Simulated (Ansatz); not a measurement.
Basis sets compared for the cluster KBr2⁻. The state is a singlet with charge -1. Geometry PBE0-D4/def2-TZVPD. Ansatz on 4 threads of Intel Xeon on a shared host; times are rough, and most runs start from earlier orbitals.

```xyz
3

K    -0.002   -0.001    0.004
Br   -2.264   -0.579   -1.915
Br    2.266    0.580    1.911
```

The structure comes from a short search, and lower isomers may exist.

| level | functions | energy (Eh) | HOMO (eV) | LUMO (eV) | wall time |
| --- | --- | --- | --- | --- | --- |
| PBE-D4/def2-SVPD | 109 | -5746.7793 | -1.75 | 1.85 | 3.3 s |
| PBE0-D4/def2-SVPD | 109 | -5747.0109 | -2.92 | 2.23 | 4.9 s |

Estimate the rows for PBE-D4/def2-TZVPD, PBE0-D4/def2-TZVPD (with forces).


| level | functions | energy (Eh) | HOMO (eV) | LUMO (eV) | wall time |
| --- | --- | --- | --- | --- | --- |
| PBE-D4/def2-TZVPD | 150 | -5747.4717 | -1.74 | 1.91 | 5.5 s |
| PBE0-D4/def2-TZVPD (with forces) | 150 | -5747.7017 | -2.91 | 2.34 | 12 s |
